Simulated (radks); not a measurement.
Values are calculated unless marked as measured or tabulated.
Coulomb parameter of the 4d shell of the ruthenium ion Ru2+ in the model configuration [Kr] 4d5 5s1, as a second difference U = [E(n + 0.5) + E(n - 0.5) - 2 E(n)] / (0.5)^2 with all orbitals relaxed. "Bare": the charge of the atom changes with n. "Screened": the 5s shell takes up the change at fixed total charge, which measures U(4d,4d) + U(5s,5s) - 2 U(4d,5s). Code: a radial shooting solver on a logarithmic mesh with Libxc functionals. Model: scalar-relativistic Kohn-Sham, PBEsol, spin-unpolarised, spherical densities, finite nucleus; Fermi nuclear charge, rms radius 4.4809 fm.

case              configuration  E - E(n) (eV)
start              [Kr] 4d5 5s1          0.000
bare +0.5        [Kr] 4d5.5 5s1        -12.192
bare -0.5        [Kr] 4d4.5 5s1         15.422
screened +0.5  [Kr] 4d5.5 5s0.5         -3.213
screened -0.5  [Kr] 4d4.5 5s1.5          3.669

U(bare) = 12.919 eV, U(screened by 5s) = 1.822 eV, against the Slater integral F0(4d,4d) = 16.760 eV with frozen orbitals.
